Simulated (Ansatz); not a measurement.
`[SiH3]BCl` + `NC=O` → `NC(=O)[SiH3]` + `BCl` at 298.15 K and 1 bar (formal exchange of groups at the Si–B bond).

Program: Ansatz. Geometries: PBE0-D4/def2-TZVP. ΔE: electronic, gas phase. CCSD(T)/CBS is the MP2 limit (def2-TZVPP, def2-QZVPP) plus CCSD(T) − MP2 in def2-TZVPP, frozen cores. This one scheme is used for every species. Each species was taken in one conformer, which may not be the lowest.

```
       species  CCSD(T)/CBS energy (Eh)  H − E (kJ/mol)  S (J/(mol·K))
   `[SiH3]BCl`               -776.06195           115.2          310.7
        `NC=O`               -169.73435           132.2          256.9
`NC(=O)[SiH3]`               -460.00765           177.2          314.1
         `BCl`               -485.78909            65.8          234.3
```

H − E and S are ideal-gas, rigid-rotor, harmonic terms from PBE0-D4/def2-TZVP, for one conformer and one mirror image of each species. 1 Eh = 2625.50 kJ/mol, R = 8.31446 J/(mol·K).

Question: By hand: ΔE, ΔH, ΔS and ΔG.

Answer: ΔE = (-460.00765) + (-485.78909) − (-776.06195) − (-169.73435) = -0.00044 Eh = -1.2 kJ/mol. Δ(H − E) = 177.2 + 65.8 − 115.2 − 132.2 = -4.4, so ΔH = -5.6 kJ/mol. ΔS = 314.1 + 234.3 − 310.7 − 256.9 = -19.2 J/(mol·K). ΔG = -5.6 − 298.15 × (-19.2)/1000 = 0.1 kJ/mol.

Question: By hand: the equilibrium constant, and the temperature at which ΔG would vanish if ΔH and ΔS stayed fixed.

Answer: log₁₀ K = −ΔG/(RT ln 10) = 0.0. ΔG = 0 at ΔH/ΔS = 292 K, though so small a ΔH makes that figure unsure.

TΔS isn't small against ΔH here. The sign of ΔG lies within the doubt. A doubt of 5 kJ/mol in ΔE shifts log₁₀ K by 0.9 here. Other conformers and mirror images would add mixing entropy, several J/(mol·K) or more a flexible species. Modes under 60 cm⁻¹, often nearly free rotors, make the harmonic entropy too high. These are equilibria of isolated gas molecules and say nothing of rates. Largest T1 diagnostic: 0.016 (customary marks: 0.02 for closed shells, 0.045 for open ones).
